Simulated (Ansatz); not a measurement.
Basis-set series for H5OSbSi, SMILES `[OH][SbH][SiH3]`. Total charge 0; spin multiplicity 1. Sb takes the def2 core potential. Geometry: relaxed with PBE0-D4/def2-TZVP. It is one conformer, not always the lowest.

```csv
atom,x (Å),y (Å),z (Å)
O1,-1.2056,1.0008,1.3502
Sb2,0.7330,0.7195,1.0361
Si3,0.3030,-0.5180,-1.1868
H4,-1.3393,1.8364,1.8042
H5,0.8056,-0.7830,1.8641
H6,-0.8335,-1.4638,-1.0512
H7,1.5350,-1.2645,-1.5633
H8,0.0018,0.4725,-2.2534
```

```csv
functional,basis,functions,energy (Eh),HOMO (eV),LUMO (eV)
PBE0-D4,def2-TZVPP,193,-607.82518,-7.04,-1.34
PBE0-D4,def2-QZVPP,359,-607.84255,-7.07,-1.40
ωB97M-V,def2-TZVPP,193,-607.92238,-9.04,0.38
ωB97M-V,def2-QZVPP,359,-607.93917,-9.07,0.25
```

Problem. Give the rows for def2-SVP. (Estimate.)

Solution. Ansatz gave: 
```tsv
functional	basis	functions	energy (Eh)	HOMO (eV)	LUMO (eV)
PBE0-D4	def2-SVP	83	-607.60911	-6.94	-1.06
ωB97M-V	def2-SVP	83	-607.70062	-8.91	0.83
```

Positive LUMOs are unbound and depend on the basis.
